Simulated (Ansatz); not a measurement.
A short molecular-dynamics run on HgCl₂.

```yaml
crystal:
  periodic: [false, false, false]
  atoms:
    - {symbol: Hg, position_ang: [-0.001709, -0.000985, -0.000118]}
    - {symbol: Cl, position_ang: [-0.016746, -0.021409, 2.283562]}
    - {symbol: Cl, position_ang: [0.018454, 0.022394, -2.283444]}
basis:
  gaussian: {orbitals: def2-SVP}
hamiltonian: {xc: {name: BLYP}, dispersion: d3bjatm}
md: {timestep: 1 fs, n_steps: 20, ensemble: nvt_langevin, temperature: 1500, initial_velocities: maxwell_boltzmann, friction: 0.01, seed: 873}
scf: {omitted_lower_state_checks: [starts]}
```

```sh
$ ansatz run in.yaml --threads 2 --pin off --events-out ev --progress --plain --max-ram 4352MiB
```

```json
{"step": "0", "time (fs)": "0.0", "potential energy (eV)": "-29214.8449", "kinetic (eV)": "0.3878", "T (K)": "1000"}
{"step": "1", "time (fs)": "1.0", "potential energy (eV)": "-29214.8503", "kinetic (eV)": "0.3614", "T (K)": "932"}
{"step": "2", "time (fs)": "2.0", "potential energy (eV)": "-29214.8544", "kinetic (eV)": "0.2975", "T (K)": "767"}
{"step": "3", "time (fs)": "3.0", "potential energy (eV)": "-29214.8576", "kinetic (eV)": "0.2860", "T (K)": "737"}
{"step": "4", "time (fs)": "4.0", "potential energy (eV)": "-29214.8600", "kinetic (eV)": "0.2722", "T (K)": "702"}
{"step": "5", "time (fs)": "5.0", "potential energy (eV)": "-29214.8620", "kinetic (eV)": "0.2860", "T (K)": "737"}
{"step": "6", "time (fs)": "6.0", "potential energy (eV)": "-29214.8635", "kinetic (eV)": "0.2752", "T (K)": "710"}
{"step": "7", "time (fs)": "7.0", "potential energy (eV)": "-29214.8643", "kinetic (eV)": "0.3352", "T (K)": "864"}
{"step": "8", "time (fs)": "8.0", "potential energy (eV)": "-29214.8648", "kinetic (eV)": "0.2502", "T (K)": "645"}
{"step": "9", "time (fs)": "9.0", "potential energy (eV)": "-29214.8651", "kinetic (eV)": "0.2397", "T (K)": "618"}
{"step": "10", "time (fs)": "10.0", "potential energy (eV)": "-29214.8650", "kinetic (eV)": "0.2836", "T (K)": "731"}
{"step": "11", "time (fs)": "11.0", "potential energy (eV)": "-29214.8648", "kinetic (eV)": "0.3318", "T (K)": "856"}
{"step": "12", "time (fs)": "12.0", "potential energy (eV)": "-29214.8642", "kinetic (eV)": "0.3540", "T (K)": "913"}
{"step": "13", "time (fs)": "13.0", "potential energy (eV)": "-29214.8630", "kinetic (eV)": "0.3406", "T (K)": "878"}
{"step": "14", "time (fs)": "14.0", "potential energy (eV)": "-29214.8619", "kinetic (eV)": "0.3360", "T (K)": "866"}
{"step": "15", "time (fs)": "15.0", "potential energy (eV)": "-29214.8608", "kinetic (eV)": "0.3707", "T (K)": "956"}
{"step": "16", "time (fs)": "16.0", "potential energy (eV)": "-29214.8596", "kinetic (eV)": "0.3350", "T (K)": "864"}
{"step": "17", "time (fs)": "17.0", "potential energy (eV)": "-29214.8580", "kinetic (eV)": "0.3118", "T (K)": "804"}
{"step": "18", "time (fs)": "18.0", "potential energy (eV)": "-29214.8564", "kinetic (eV)": "0.2990", "T (K)": "771"}
{"step": "19", "time (fs)": "19.0", "potential energy (eV)": "-29214.8551", "kinetic (eV)": "0.2974", "T (K)": "767"}
{"step": "20", "time (fs)": "20.0", "potential energy (eV)": "-29214.8538", "kinetic (eV)": "0.3707", "T (K)": "956"}
```

Velocities are drawn at the set temperature; a run this short doesn't reach equilibrium. Under Langevin dynamics the printed temperature counts 3N degrees of freedom, so it starts below the set value.

In the def2 sets Hg takes a core potential; there is no spin–orbit coupling.

Frames (Å, forces in eV/Å):

```xyz
3
time=0.0 fs
Hg   -0.002   -0.001    0.000    0.003    0.002    0.005
Cl   -0.017   -0.021    2.284   -0.007   -0.007    0.653
Cl    0.018    0.022   -2.283    0.004    0.005   -0.657
3
time=1.0 fs
Hg   -0.001    0.001    0.000    0.002   -0.004   -0.058
Cl   -0.017   -0.018    2.287   -0.005   -0.002    0.616
Cl    0.017    0.011   -2.289    0.004    0.006   -0.557
3
time=2.0 fs
Hg    0.000    0.002    0.001    0.001   -0.010   -0.121
Cl   -0.017   -0.013    2.289   -0.004    0.003    0.587
Cl    0.016    0.001   -2.295    0.004    0.007   -0.466
3
time=3.0 fs
Hg    0.000    0.003    0.002    0.000   -0.016   -0.183
Cl   -0.017   -0.009    2.292   -0.003    0.007    0.565
Cl    0.015   -0.009   -2.299    0.004    0.008   -0.382
3
time=4.0 fs
Hg    0.001    0.004    0.003   -0.002   -0.023   -0.238
Cl   -0.017   -0.007    2.294   -0.002    0.012    0.545
Cl    0.015   -0.019   -2.303    0.004    0.011   -0.308
3
time=5.0 fs
Hg    0.003    0.004    0.005   -0.003   -0.030   -0.289
Cl   -0.016   -0.004    2.297   -0.001    0.016    0.525
Cl    0.014   -0.029   -2.307    0.004    0.014   -0.236
3
time=6.0 fs
Hg    0.003    0.004    0.006   -0.004   -0.036   -0.350
Cl   -0.015   -0.001    2.300    0.000    0.019    0.509
Cl    0.013   -0.039   -2.311    0.004    0.017   -0.159
3
time=7.0 fs
Hg    0.004    0.004    0.008   -0.005   -0.043   -0.422
Cl   -0.013    0.003    2.301    0.001    0.023    0.504
Cl    0.011   -0.050   -2.315    0.005    0.021   -0.082
3
time=8.0 fs
Hg    0.006    0.004    0.009   -0.007   -0.051   -0.484
Cl   -0.010    0.006    2.303    0.002    0.026    0.493
Cl    0.008   -0.060   -2.319    0.005    0.025   -0.009
3
time=9.0 fs
Hg    0.007    0.004    0.009   -0.010   -0.058   -0.528
Cl   -0.008    0.008    2.305    0.004    0.029    0.477
Cl    0.006   -0.068   -2.323    0.007    0.029    0.051
3
time=10.0 fs
Hg    0.009    0.004    0.011   -0.014   -0.066   -0.566
Cl   -0.005    0.010    2.308    0.006    0.032    0.460
Cl    0.003   -0.077   -2.326    0.009    0.034    0.105
3
time=11.0 fs
Hg    0.012    0.004    0.012   -0.019   -0.073   -0.600
Cl   -0.003    0.013    2.310    0.008    0.035    0.442
Cl    0.001   -0.086   -2.328    0.011    0.038    0.158
3
time=12.0 fs
Hg    0.015    0.005    0.013   -0.024   -0.081   -0.640
Cl    0.000    0.017    2.313    0.010    0.037    0.426
Cl   -0.002   -0.096   -2.331    0.014    0.043    0.214
3
time=13.0 fs
Hg    0.018    0.005    0.014   -0.031   -0.088   -0.689
Cl    0.002    0.020    2.315    0.013    0.040    0.414
Cl   -0.005   -0.104   -2.335    0.018    0.049    0.275
3
time=14.0 fs
Hg    0.022    0.005    0.016   -0.038   -0.096   -0.722
Cl    0.004    0.023    2.318    0.016    0.042    0.391
Cl   -0.008   -0.112   -2.338    0.022    0.054    0.331
3
time=15.0 fs
Hg    0.025    0.005    0.017   -0.045   -0.102   -0.742
Cl    0.008    0.026    2.321    0.018    0.043    0.360
Cl   -0.011   -0.119   -2.341    0.027    0.059    0.382
3
time=16.0 fs
Hg    0.029    0.005    0.018   -0.051   -0.108   -0.762
Cl    0.012    0.030    2.324    0.021    0.044    0.336
Cl   -0.013   -0.126   -2.343    0.031    0.063    0.426
3
time=17.0 fs
Hg    0.033    0.005    0.020   -0.057   -0.114   -0.788
Cl    0.016    0.032    2.327    0.023    0.046    0.321
Cl   -0.015   -0.133   -2.345    0.034    0.068    0.466
3
time=18.0 fs
Hg    0.037    0.005    0.021   -0.061   -0.120   -0.810
Cl    0.020    0.035    2.329    0.024    0.047    0.309
Cl   -0.016   -0.140   -2.346    0.037    0.073    0.501
3
time=19.0 fs
Hg    0.040    0.005    0.023   -0.066   -0.126   -0.819
Cl    0.023    0.037    2.332    0.026    0.049    0.292
Cl   -0.017   -0.147   -2.347    0.040    0.077    0.527
3
time=20.0 fs
Hg    0.044    0.005    0.024   -0.071   -0.133   -0.816
Cl    0.026    0.040    2.336    0.028    0.051    0.259
Cl   -0.017   -0.155   -2.348    0.043    0.083    0.556
```

Run time 13 s (2 threads of Intel Xeon Platinum 8488C on a shared host).
